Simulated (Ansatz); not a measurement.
The cluster Li5H8⁺, relaxed as a singlet with RKS r2SCAN-D4/def2-TZVP in Ansatz, starting from the GFN1-xTB geometry. Force threshold 0.02 eV/Å.

In the singlet, H9 and H11 lie 0.75 Å apart, H7 and H12 lie 0.75 Å apart (atoms count from 1), so H2 has formed as a molecule. The structure comes from a short search, and lower isomers may exist.

Start:

```xyz
13

Li   -1.3722    0.3427   -0.1899
Li    0.7806    0.4206   -1.3447
Li   -0.5683    2.6470   -0.0876
Li    1.3990   -1.4103    0.1524
Li    1.0230    0.9658    1.1621
H    -0.5025    1.6162   -1.4393
H     1.8659   -3.1102    0.6765
H     2.0660    0.2859   -0.0103
H    -3.1748   -0.1195   -0.1469
H    -0.6123    1.4336    1.2133
H    -3.1946    0.6374   -0.3481
H     2.4926   -2.6906    0.8900
H    -0.2023   -1.0187   -0.5275
```

```tsv
step	energy (eV)	largest force component (eV/Å)	SCF passes
1	-1147.9317	1.108	13
2	-1148.2457	0.301	15
3	-1148.3268	0.135	14
4	-1148.3473	0.165	15
5	-1148.3637	0.042	16
6	-1148.3655	0.016	10
7	-1148.3666	0.080	16
8	-1148.3674	0.120	16
9	-1148.3680	0.126	16
10	-1148.3686	0.142	16
11	-1148.3692	0.174	16
12 (rejected)	-1148.3656	0.095	15
13	-1148.3720	0.035	16
14 (rejected)	-1148.3672	0.512	16
15	-1148.3731	0.024	16
16	-1148.3736	0.171	16
17	-1148.3757	0.013	16
18 (rejected)	-1148.3694	0.593	15
19	-1148.3759	0.123	16
20	-1148.3769	0.014	16
21 (rejected)	-1148.3767	0.193	16
22	-1148.3772	0.039	10
23 (rejected)	-1148.3771	0.150	16
24 (rejected)	-1148.3772	0.018	11
25	-1148.3774	0.007	11
```

Force components are those of the run's own axes.

End:

```xyz
13

Li   -1.1934    0.2977   -0.1304
Li    0.8416    0.4837   -1.4580
Li   -0.8374    2.8209   -0.2349
Li    1.3894   -1.3987    0.1886
Li    1.1760    1.3191    1.4376
H    -0.5725    1.5634   -1.3845
H     1.8552   -3.3969    0.5576
H     1.9422    0.3172    0.2063
H    -3.2810    0.1517    0.1403
H    -0.5222    1.6854    1.1280
H    -3.2276    0.1913   -0.6050
H     2.4793   -3.0723    0.8130
H    -0.0496   -0.9624   -0.6586
```

Bonds lost: Li1–H11, Li4–H7, Li4–H12 (atoms count from 1).

The force fell under the threshold at step 6, but the optimiser went on and released 0.012 eV more. No frequencies were taken in this run, so the end may be a saddle point.

Run time 29 s (4 threads of Arm Neoverse V1 on a shared host).
